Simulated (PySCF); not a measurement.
Species: C₆H₈FN₃.
Bonds: F1–C2, C2–C3 (aromatic), C3–N4 (aromatic), N4–N5 (aromatic), N5–C6, C6–C7, C7–C8, C8–C9, N5–N10 (aromatic), C2–N10 (aromatic), C6–C9. Hydrogens: H11 on C3; H12 on C6; H13, H14 on C7; H15, H16 on C8; H17, H18 on C9.

All values: PBE0/pcSseg-1 and wB97X-D/def2-SVPD (PySCF, non-relativistic), on one gas-phase PBE0-D3(BJ)/def2-SVP geometry that isn't relaxed in the solvent. The solvent is an IEF-PCM continuum (van der Waals radii × 1.2). The model holds no explicit solvent molecules, cavitation or dispersion.

Gas phase at PBE0/pcSseg-1: HOMO -7.47 eV, LUMO -0.31 eV, dipole 1.75 D.

**Question.** What does the continuum do to the energy, the frontier levels and the dipole at PBE0/pcSseg-1 in benzene and tetrahydrofuran?

**Answer.** 
```json
{"solvent": "benzene", "ε": "2.271", "E(solvent) − E(gas) (kJ/mol)": "-8.75", "polarisation term (kJ/mol)": "-9.15", "distortion of the solute (kJ/mol)": "0.40", "HOMO (eV)": "-7.47", "LUMO (eV)": "-0.35", "dipole (D)": "1.92"}
{"solvent": "tetrahydrofuran", "ε": "7.426", "E(solvent) − E(gas) (kJ/mol)": "-15.68", "polarisation term (kJ/mol)": "-17.02", "distortion of the solute (kJ/mol)": "1.34", "HOMO (eV)": "-7.48", "LUMO (eV)": "-0.40", "dipole (D)": "2.04"}
```

Polarisation term: ½ Σ q·V over the induced surface charges. Distortion: the rise of the solute's own energy as its density leaves the gas-phase optimum. From benzene to tetrahydrofuran the lowering changes by a factor 1.79, Onsager's factor (ε − 1)/(2ε + 1) by 1.77 and ε itself by 3.3.

**Question.** Which radius a makes the point-dipole formula ΔE = −[(ε − 1)/(2ε + 1)]·μ²/a³ give the value in tetrahydrofuran, with the gas-phase dipole?

**Answer.** μ = 0.689 au and |ΔE| = 0.00597 Eh give a = 1.68 Å; the farthest nucleus lies 4.12 Å from the centroid of the nuclei, so such a sphere wouldn't even hold the nuclei. The formula assumes a rigid point dipole at the centre of a sphere.

**Question.** Which Hirshfeld charges (PBE0/pcSseg-1) respond most in benzene (means over atoms taken as equivalent)?

**Answer.** 
```
  atoms                          environment  gas (e)  solvent (e)  change
     N4               pyridine-type nitrogen   -0.125       -0.132  -0.007
    H11                    aromatic hydrogen   +0.068       +0.073  +0.005
    N10               pyridine-type nitrogen   -0.140       -0.144  -0.004
     F1                        aryl fluorine   -0.067       -0.070  -0.003
    H12                     methine hydrogen   +0.053       +0.055  +0.002
    H15                   methylene hydrogen   +0.041       +0.042  +0.001
H14/H18                   methylene hydrogen   +0.042       +0.044  +0.002
     C3  aromatic CH next to a ring nitrogen   -0.052       -0.051  +0.001
```

**Question.** How do the nuclear quadrupole coupling constants eQVzz/h respond in benzene?

**Answer.** 
```csv
nucleus,Q (barn),gas (MHz),solvent (MHz),η gas,η solvent
14N at N4,0.02044,-5.12,-5.06,0.33,0.34
14N at N5,0.02044,-3.58,-3.54,0.59,0.62
14N at N10,0.02044,-4.43,-4.40,0.62,0.63
```

Gas phase at wB97X-D/def2-SVPD: HOMO -9.32 eV, LUMO 1.38 eV, dipole 1.86 D.

**Question.** What does the continuum do to the energy, the frontier levels and the dipole at wB97X-D/def2-SVPD in benzene?

**Answer.** 
| solvent | ε | E(solvent) − E(gas) (kJ/mol) | polarisation term (kJ/mol) | distortion of the solute (kJ/mol) | HOMO (eV) | LUMO (eV) | dipole (D) |
| --- | --- | --- | --- | --- | --- | --- | --- |
| benzene | 2.271 | -8.76 | -9.23 | 0.47 | -9.32 | 1.35 | 2.04 |

**Question.** How does the static polarisability (wB97X-D/def2-SVPD, frozen core, with the continuum's full static response) change?

**Answer.** 
| medium | isotropic (au) | principal values (au) | ⟨r²⟩ of the electrons (bohr²) |
| --- | --- | --- | --- |
| gas | 87.4 | 68.8, 80.4, 113.1 | 1565.6 |
| benzene | 99.3 | 78.1, 93.0, 126.9 | 1565.1 |

The isotropic value in benzene is 1.14 times the gas-phase one; no cavity-field correction is applied. ⟨r²⟩ is taken about the centre of nuclear charge.

Conformer computed: `[F:1][c:2]1[cH:3][n:4][n:5]([CH:6]2[CH2:7][CH2:8][CH2:9]2)[n:10]1`: N4–N5–C6–C7 -127°.

Note: wB97X-D ran without an empirical dispersion term, which enters the total energy and its gradient alone.
